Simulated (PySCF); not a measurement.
# Multinuclear NMR of C₅H₇ClN₂Si

Geometry (Å), atoms numbered from 1 in this order:
```xyz
16

Si    2.732    0.275    0.266
N     1.358   -0.770    0.077
C     0.028   -0.446    0.129
C    -0.414    0.869    0.309
C    -1.767    1.138    0.348
C    -2.644    0.068    0.209
Cl   -4.346    0.335    0.248
N    -2.254   -1.177    0.043
C    -0.962   -1.429    0.004
H     2.677    0.918    1.581
H     2.736    1.288   -0.792
H     3.861   -0.641    0.146
H     1.514   -1.755   -0.075
H     0.306    1.666    0.414
H    -2.139    2.140    0.483
H    -0.695   -2.469   -0.134
```

Level of theory: structure optimised with GFN2-xTB, PBE0/pcSseg-1 with gauge-including orbitals, in PySCF 2.14.0 with density-fitted response routines (one averaged value for each set of equivalent atoms, no solvent model, non-relativistic, a single conformation).

Problem. What are the $^{29}$Si shifts?

Solution. 
```json
{"atoms": "Si1", "environment": "silicon bonded to N, 3 H", "σ (ppm)": "412.7", "δ (ppm)": "-59.2"}
```

Shieldings were converted by a linear fit to measured shifts: $^{29}$Si: δ = 279.94 − 0.822σ (rms 8.9 ppm, 72 shifts, 25.8 ppm with the 6 outliers that the fit left out vs TMS, solution or neat liquid). Occasional misses reach two or three times the rms, and more in compound classes unlike the fitted ones.

On a 500 MHz spectrometer $^{29}$Si resonates near 99.3 MHz, so 1 ppm is 99.3 Hz.

Problem. Predict the $^{15}$N NMR data.

Solution. 
```json
{"atoms": "N8", "environment": "pyridine-type ring nitrogen", "σ (ppm)": "-86.7", "δ (ppm)": "-68.2"}
{"atoms": "N2", "environment": "aniline-type nitrogen", "σ (ppm)": "210.2", "δ (ppm)": "-341.8"}
```

Shieldings were converted by a linear fit to measured shifts: $^{15}$N: δ = -148.07 − 0.921σ (rms 6.3 ppm, 71 shifts vs CH3NO2, solution or neat liquid). A few per cent of atoms miss by over 2 rms, more outside the fitted compound classes.

On a 500 MHz spectrometer $^{15}$N resonates near 50.7 MHz, so 1 ppm is 50.7 Hz.
